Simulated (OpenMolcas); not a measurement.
## Tc III: effect of the active space

- Program: OpenMolcas
- Method: MS-CASPT2, IPEA 0.25 Eh, imaginary shift 0.1 Eh
- Basis: ANO-R1
- Scalar Hamiltonian: X2C, finite nucleus
- Spin-orbit coupling: state interaction with AMFI integrals over the reference wave functions, term energies averaged over their components

A. 5 electrons in 5 orbitals (4d); 2S+1 = 6 even, 1 root; 2S+1 = 4 even, 24 roots; 2S+1 = 2 even, 75 roots; closed shells correlated: 4s 4p; CASPT2 step about 8 core-seconds
B. 5 electrons in 6 orbitals (4d 5s); 2S+1 = 6 even, 6 roots; 2S+1 = 4 even, 64 roots kept (CI in the orbitals of an earlier block); 2S+1 = 2 even, 145 roots kept (CI in the orbitals of an earlier block, 128 in the spin-orbit step); closed shells correlated: 4s 4p; CASPT2 step about 40 core-seconds

Energies in cm-1 above 4d5 6S 5/2.

```tsv
Level	A	B
4d5 6S 5/2	0.0	0.0
4d5 4G 5/2	21770	21690
4d5 4G 7/2	21920	21880
4d5 4G 11/2	21980	21950
4d5 4G 9/2	22020	21990
4d5 4P 5/2 [71 %]	23370	23020
4d5 4P 3/2	23670	23340
4d5 4P 1/2	24070	23760
4d5 4D 7/2	25820	25590
4d5 4D 1/2	26260	26030
4d5 4D 3/2	26550	26350
4d5 4D 5/2 [74 %]	26560	26360
4d5 2I 11/2	32240	32490
4d5 2I 13/2	32590	32920
4d5 2D 5/2(1) [57 %]	33160	32650
4d5 2D 3/2(1) [73 %]	33990	33540
4d5 4F 7/2 [53 %]	35200	35050
4d5 4F 9/2	35330	35110
4d5 4F 5/2	35650	35520
4d5 2F 7/2(1) [57 %]	36000	35770
4d5 4F 3/2 [73 %]	36330	36180
4d5 2F 5/2(1) [52 %]	37640	37280
4d5 2H 9/2 [53 %]	38210	38010
4d5 2G 7/2(1)	39340	39000
```

The spin-orbit steps hold different terms of 4d5 (B lacks a 2D), which shifts levels as well.

Between A and B the level of the table that moves most is 4d5 2D 5/2(1) [57 %], by 510 cm-1 (lowest in B, highest in A). Moves below CASPT2's spread within the term are not significant.

CASPT2 breaks the degeneracy within a term, and the mean is taken; among the terms shown or strongly mixed into the levels shown the widest spread is 910 cm-1 (4d5 4F, A). Blocks of more than 70 roots (2S+1 = 2 even) ran without multistate coupling. The CASPT2 spread within a term exceeds the gap to the next term for 4d5 2F(1) and 4d5 4F, so the order of their levels is uncertain, and so are names and mixing where such terms share a J. Levels of configurations with an s electron are missing; early in the row they begin among the upper levels of the d shell and mix with terms of their name (holds for A). Some high roots are left out of the spin-orbit mixing, which shifts the levels that they would mix with (holds for B). Terms from blocks run as CI alone lack orbitals of their own (holds for B). Levels of configurations outside the active space are missing. The table leaves out levels that lie high or whose names do not pair safely across all columns.

A share in square brackets marks a mixed level and gives the weight of the term that names it, the lowest over the columns. A number in round brackets counts repeated terms of one configuration in the order of the reference energies.
